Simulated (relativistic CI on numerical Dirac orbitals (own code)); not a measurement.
**Ge4+: computed level list**

Computed by Dirac-Coulomb-Breit CI, separate exchange-only KLI orbitals for each configuration, a model potential for QED, valence Slater integrals scaled by 0.85, P86 correlation estimate, and configurations built on the next ion tied to the tabulated ionisation energy (semi-empirical) (own radial code, finite nucleus).

Configuration list (outside the closed core [Ar]): 3d¹⁰, 3d⁹4s, 3d⁹4p, 3d⁹4d, 3d⁹5s, 3d⁹4f, 3d⁹5p, 3d⁸4s², 3d⁹5d, 3d⁸4s4p, 3d⁹5f, 3d⁹5g, 3d⁸4p², 3d⁸4s4d. Levels of other configurations are missing.

```
No.  Configuration  Term  J  E (cm⁻¹)    %  Landé g         jj configuration (%)
  1           3d¹⁰    ¹S  0         0  100                          closed (100)
  2          3d⁹4s    ³D  3    241094  100    1.333             3d5/2^5 4s (100)
  3          3d⁹4s    ³D  2    242754   82    1.136              3d5/2^5 4s (81)
  4          3d⁹4s    ³D  1    245542  100    0.498     3d3/2^3 3d5/2^6 4s (100)
  5          3d⁹4s    ¹D  2    248399   82    1.029      3d3/2^3 3d5/2^6 4s (81)
  6          3d⁹4p   ³P°  2    330358   96    1.484           3d5/2^5 4p1/2 (68)
  7          3d⁹4p   ³F°  3    333976   67    1.072           3d5/2^5 4p1/2 (91)
  8          3d⁹4p   ³P°  1    334335   96    1.466           3d5/2^5 4p3/2 (44)
  9          3d⁹4p   ³F°  4    335887  100    1.250          3d5/2^5 4p3/2 (100)
 10          3d⁹4p   ³P°  0    336710  100           3d3/2^3 3d5/2^6 4p3/2 (100)
 11          3d⁹4p   ³F°  2    336949   94    0.698   3d3/2^3 3d5/2^6 4p1/2 (76)
 12          3d⁹4p   ¹F°  3    340953   53    1.132           3d5/2^5 4p3/2 (71)
 13          3d⁹4p   ¹D°  2    341325   62    1.054           3d5/2^5 4p3/2 (58)
 14          3d⁹4p   ³D°  3    342782   58    1.212   3d3/2^3 3d5/2^6 4p3/2 (68)
 15          3d⁹4p   ³D°  1    344303   52    0.741   3d3/2^3 3d5/2^6 4p1/2 (78)
 16          3d⁹4p   ¹P°  1    345225   51    0.790   3d3/2^3 3d5/2^6 4p3/2 (56)
 17          3d⁹4p   ³D°  2    345847   58    1.094   3d3/2^3 3d5/2^6 4p3/2 (87)
 18          3d⁹4d    ³S  1    460096   90    1.942           3d5/2^5 4d3/2 (50)
 19          3d⁹4d    ³G  5    464292  100    1.200          3d5/2^5 4d5/2 (100)
 20          3d⁹4d    ³G  4    464510   62    1.032           3d5/2^5 4d3/2 (94)
 21          3d⁹4d    ³P  2    464682   77    1.422           3d5/2^5 4d3/2 (60)
 22          3d⁹4d    ¹P  1    464761   51    1.053           3d5/2^5 4d5/2 (55)
 23          3d⁹4d    ³D  3    466113   85    1.289           3d5/2^5 4d5/2 (56)
 24          3d⁹4d    ³G  3    466795   53    0.896           3d5/2^5 4d3/2 (41)
 25          3d⁹4d    ³P  0    466807  100            3d3/2^3 3d5/2^6 4d3/2 (55)
 26          3d⁹4d    ³D  2    467334   47    1.095           3d5/2^5 4d5/2 (47)
 27          3d⁹4d    ³F  4    467345   60    1.155           3d5/2^5 4d5/2 (87)
 28          3d⁹4d    ³P  1    467817   54    1.365   3d3/2^3 3d5/2^6 4d5/2 (64)
 29          3d⁹4d    ³G  3    469411   45    0.904   3d3/2^3 3d5/2^6 4d3/2 (70)
 30          3d⁹4d    ³D  1    469776   80    0.640   3d3/2^3 3d5/2^6 4d3/2 (74)
 31          3d⁹4d    ³F  4    470028   39    1.112   3d3/2^3 3d5/2^6 4d5/2 (87)
 32          3d⁹4d    ³F  2    471252   33    0.982   3d3/2^3 3d5/2^6 4d5/2 (85)
 33          3d⁹4d    ³F  3    472156   51    1.075   3d3/2^3 3d5/2^6 4d5/2 (91)
 34          3d⁹4d    ³F  2    472368   52    0.833   3d3/2^3 3d5/2^6 4d3/2 (96)
 35          3d⁹5s    ³D  3    492773  100    1.333             3d5/2^5 5s (100)
 36          3d⁹5s    ³D  2    493452   54    1.090              3d5/2^5 5s (98)
 37          3d⁹5s    ³D  1    497247  100    0.498     3d3/2^3 3d5/2^6 5s (100)
 38          3d⁹5s    ¹D  2    497841   54    1.076      3d3/2^3 3d5/2^6 5s (98)
 39          3d⁹4d    ¹S  0    503048   86                    3d5/2^5 4d5/2 (47)
 40        3d⁸4s²‡    ³F  4    512761   97    1.249                 3d5/2^4 (82)
 41        3d⁸4s²‡    ³F  3    516688   97    1.083         3d3/2^3 3d5/2^5 (97)
 42        3d⁸4s²‡    ³F  2    519033   94    0.675         3d3/2^2 3d5/2^6 (51)
 43          3d⁹5p   ³P°  2    525065   93    1.475           3d5/2^5 5p1/2 (70)
 44          3d⁹5p   ³F°  3    526232   57    1.067           3d5/2^5 5p1/2 (94)
 45          3d⁹5p   ³F°  4    526861  100    1.250          3d5/2^5 5p3/2 (100)
```

Energies count from the lowest computed level; ° marks odd parity. Filled j subshells are mostly left out of the jj labels. ‡ marks configurations that were not tied to measured data.

The mean weight of the leading LS term, summed over parents, in these 45 levels is 75 %, and that of the leading jj configuration (from the same eigenvectors) 78 %.

Configurations that consist of the next ion and one excited electron were tied to the tabulated ionisation energy; Rydberg ones are usually within 1,000 to 3,000 cm⁻¹ and the lowest ones within about 6,000 (9,000 in d shells), while levels on excited terms of the next ion carry the error of that term, and the other configurations can be misplaced by 10,000 cm⁻¹ or more. Rates follow the energies as ν³ (E1, M1) or ν⁵ (E2), so rates, branching and lifetimes can be off by large factors. 34 of the 51 excited levels that our extract of the measured tables holds in this range could be paired (the sources list more); they are missed by 3785 cm⁻¹ on average and 6875 at most, and levels without a partner can miss by more.

LS names give the leading component of a level, which can be under half, so a name can repeat, a term be missing and a line seem to break the LS rules.
